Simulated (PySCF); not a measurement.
**Electron correlation in Zn⁺ (zinc, charge +1)**

[Ar] 3d10 4p1, 2P determinant (an excited configuration). Computed with PySCF 2.14 in x2c-TZVPPall (6s5p4d2f1g, 64 functions), with the spin-free X2C one-electron Hamiltonian (Gaussian nucleus). Frozen: [Ne]; 19 electrons correlated.

| level | correlation energy (mhartree) |
| --- | --- |
| CCSD | -698.00 |
| (T) | -13.18 |
| CCSD(T) | -711.18 |

Diagnostics: T1 = 0.0099, D1 = 0.0243, largest double amplitude 0.027.

Task: Is a single reference adequate?

Result: Yes: T1 lies below 0.03 and no double amplitude reaches 0.07.

The basis was made for the ground configuration and has no added diffuse functions, which can raise the energy of the promoted electron.

This basis was not built for core-valence correlation, so the inner-shell part is incomplete.
